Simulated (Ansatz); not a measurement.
Computed with Ansatz on PBE0-D4/def2-TZVP structures; ΔE is electronic, products minus reactants. CBS: MP2 limit from def2 TZ/QZ plus the TZ coupled-cluster correction, frozen cores. Functionals use def2-TZVPP. B3LYP here is the variant with VWN-RPA as its local correlation; programs differ in this. Each species was taken in one conformer, which may not be the lowest.

Consider the ligand exchange at the Si–C bond: `O=COC[SiH2]Cl` + `O[SiH](O)S` → `O[SiH](O)S[SiH2]Cl` + `COC=O`.

`O=COC[SiH2]Cl`:

```xyz
11

O    -1.701   -0.848    1.177
C    -0.600   -1.285    1.348
O     0.420   -1.177    0.499
C     0.144   -0.475   -0.722
Si    0.307    1.397   -0.545
Cl    2.293    1.876   -0.322
H    -0.272   -1.846    2.234
H    -0.862   -0.720   -1.075
H     0.872   -0.847   -1.445
H    -0.415    1.898    0.643
H    -0.187    2.028   -1.793
```

`O[SiH](O)S`:

Z-matrix (Å, degrees):
```
Si
O 1 1.629
S 1 2.137 2 115.3
O 1 1.641 2 106.1 3 -122.0
H 1 1.476 2 107.0 3 115.4
H 2 0.959 1 117.6 3 88.8
H 3 1.345 1 94.4 2 -64.7
H 4 0.959 1 116.5 2 161.4
```

`O[SiH](O)S[SiH2]Cl`:

```xyz
11

O     0.269    0.127    2.596
Si    0.350    0.457    0.997
O     1.797    1.127    0.680
S     0.036   -1.414   -0.014
Si   -0.716   -0.629   -1.836
Cl   -2.727   -0.227   -1.723
H    -0.393   -0.501    2.890
H    -0.644    1.442    0.530
H     2.586    0.645    0.934
H    -0.520   -1.666   -2.870
H    -0.036    0.638   -2.184
```

`COC=O`:

```xyz
8

C    -0.898    0.476   -0.144
O    -0.233   -0.745    0.179
C     1.095   -0.680    0.200
O     1.750    0.295   -0.023
H    -0.602    0.821   -1.136
H    -1.961    0.252   -0.119
H    -0.652    1.249    0.585
H     1.502   -1.668    0.458
```

| level | ΔE (kJ/mol) |
| --- | --- |
| PBE-D4 | -86.6 |
| BLYP-D4 | -82.7 |
| B3LYP-D4 | -85.2 |
| ωB97M-V | -84.6 |
| PBE | -84.2 |
| BLYP | -78.4 |
| CCSD(T)/def2-SVP | -80.5 |
| SCS-MP2/def2-TZVPP | -87.2 |

Q: What does CCSD(T)/CBS give? (An estimate is asked.)

A: Ansatz gave: -86.8 kJ/mol. The listed levels differ from it by 0.2, 4.1, 1.6, 2.2, 2.6, 8.4, 6.3, -0.4 kJ/mol.

Largest T1 diagnostic among the species: 0.015.

Leaving LDA and LC-ωPBE aside and taking each functional with its dispersion term where it has one, the values, not all of them listed here, spread over 8.4 kJ/mol, from r2SCAN0-D4 to CAM-B3LYP-D4. The D4 term adds −4.1 kJ/mol with B3LYP and −2.2 kJ/mol with PBE0; it sums over pairs of atoms, weighted by their polarisabilities, and B3LYP, whose exchange is more repulsive, gets the larger term. From BLYP to BHLYP (50 % exact exchange), in def2-TZVPP and without D4, ΔE moves by −5.5 kJ/mol.
